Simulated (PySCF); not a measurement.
H₄NO₃Ta, multiplicity 1. Atoms are numbered in the order given.

```xyz
9

Ta     0.0186    -0.0255     0.0000
O     -0.0813    -1.7572     0.0000
O      0.9260     0.6216     1.5693
H      1.2575     0.2168     2.3779
O      0.9260     0.6216    -1.5693
H      1.2575     0.2168    -2.3779
N     -1.8803     0.5760     0.0000
H     -2.6924    -0.0369     0.0000
H     -2.1821     1.5493     0.0000
```

Geometry: B3LYP-D3(BJ)/def2-SVP. The spin state was assumed, not searched. The structure was generated by enumeration; whether it is a known compound was not checked. The def2 effective core potentials stand for the cores of Ta; spin–orbit coupling is left out. One conformer was computed; it need not be the lowest.

Level of theory: HF/def2-TZVP (PySCF).

The molecule is in vacuum.

```json
{
 "total_energy": "-338.10002 hartree",
 "point_group": "Cs",
 "highest_occupied_level": "-11.41 eV",
 "lowest_empty_level": "2.12 eV",
 "orbital_gap": "13.53 eV",
 "dipole_moment": "2.11 D",
 "quadrupole, principal values (traceless, Buckingham form, about the centre of nuclear charge)": "-15.54, 7.69, 7.85 D·Å",
 "mean_static_polarisability": "47.9 bohr³ (7.09 Å³)",
 "polarisability_principal_values": "46.6, 46.8, 50.1 bohr³"
}
```
